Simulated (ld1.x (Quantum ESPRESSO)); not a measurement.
# Varying the TM potential for Au (Z = 79)

Base potential:

```
Element                 : Au (Z = 79)
Generator               : ld1.x (Quantum ESPRESSO) 7.5
Type                    : norm-conserving Troullier–Martins (Kleinman–Bylander form)
Functional              : PBE
Relativity              : scalar-relativistic
Frozen core             : [Kr] 4d10 4f14
Valence charge          : 19
Reference configuration : 5s2 5p6 5d10 6s1 6p0
Partial waves           : 5s (bound): rc 1.40 bohr; 5p (bound): rc 1.55 bohr; 5d (bound): rc 1.85 bohr
Local potential         : all-electron potential smoothed inside 1.50 bohr (lloc = -1)
Core correction         : none
```

Occupied shells without a wave of their own: 6s. They enter only through the test configuration that unscreens the potential.

All-electron outer shells of the reference configuration (PBE, scalar-relativistic, ld1.x):

| shell | level (eV) | outermost node (bohr) | outermost maximum (bohr) |
| --- | --- | --- | --- |
| 4d | -325.90 | 0.20 | 0.41 |
| 5s | -108.37 | 0.48 | 0.84 |
| 4f | -81.12 | – | 0.37 |
| 5p | -59.78 | 0.52 | 0.96 |
| 5d | -6.88 | 0.56 | 1.21 |
| 6s | -5.76 | 1.11 | 2.32 |
| 6p | -0.77 | 1.32 | 3.64 |

Cutoffs, loose and tight: the cutoffs (Ry, on a coarse ladder) from which the occupation-weighted sum of valence levels, in a spherical-Bessel basis at the reference potential, stays within 10 and 1 mRy of its value at 400 Ry. They do not see the model core or the augmentation charge, which bear on the density cutoff. Test errors are all-electron minus pseudo excitation energies from the reference, over the configurations 5s2 5p6 5d10 6s0 6p0; 5s2 5p6 5d9 6s0 6p0; 5s2 5p6 5d8 6s0 6p0; 5s2 5p6 5d9 6s2 6p0; 5s2 5p6 5d9 6s1 6p1; 5s2 5p6 5d10 6s0.5 6p0; 5s2 5p5 5d10 6s1 6p0. A dash means not determined; rows that change the core or the reference have their own tests.

| change | outcome | cutoff, loose | cutoff, tight | bound ghosts | largest test error (meV) |
| --- | --- | --- | --- | --- | --- |
| base | generated | 90 Ry | 140 Ry | none | +266 |
| wave 5d (bound): rc 1.85 bohr becomes 5d (bound): rc 1.20 bohr | generated | 90 Ry | 140 Ry | none | +267 |
| wave 5d (bound): rc 1.85 bohr becomes 5d (bound): rc 1.36 bohr | generated | 90 Ry | 140 Ry | none | +265 |
| wave 5d (bound): rc 1.85 bohr becomes 5d (bound): rc 1.56 bohr | generated | 90 Ry | 140 Ry | none | +266 |
| wave 5d (bound): rc 1.85 bohr becomes 5d (bound): rc 1.80 bohr | generated | 90 Ry | 140 Ry | none | +266 |
| wave 5d (bound): rc 1.85 bohr becomes 5d (bound): rc 2.04 bohr | generated | 90 Ry | 140 Ry | none | +264 |
| wave 5d (bound): rc 1.85 bohr becomes 5d (bound): rc 2.14 bohr | generated | 90 Ry | 140 Ry | none | +263 |
| wave 5d (bound): rc 1.85 bohr becomes 5d (bound): rc 2.38 bohr | generated | 90 Ry | 140 Ry | none | +257 |
| wave 5d (bound): rc 1.85 bohr becomes 5d (bound): rc 2.56 bohr | generated | 90 Ry | 140 Ry | none | +253 |
| wave 5d (bound): rc 1.85 bohr becomes 5d (bound): rc 2.74 bohr | generated | 90 Ry | 140 Ry | none | -303 |

Reading the sweep of the d radius (base included, trends over the rows without a ghost): The loose cutoff stays near 90 Ry. The median size of the test errors (rows with all tests solved) stays near 140.5 meV.
